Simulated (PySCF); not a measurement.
Vertical excitations of a molecule C₄H₁₀O from TDDFT-ωB97X/def2-SVPD (PySCF 2.14.0), as energy in eV (oscillator strength): 7.74 (0.021), 8.52 (0.008), 8.66 (0.026), 8.80 (0.067), 9.20 (0.004), 9.34 (0.019), 9.54 (0.005), 9.86 (0.027), 9.98 (0.009), 10.10 (0.100). Lowest triplet (TDA): 7.68 eV. Geometry optimised at PBE0-D3(BJ)/def2-SVP. The values are those of a single conformer.

### Question
Which molecule gave these data?
A) CCCOC
B) CCCCO
C) CCOCC
D) CC[C@H](C)O

### Answer
C, CCOCC
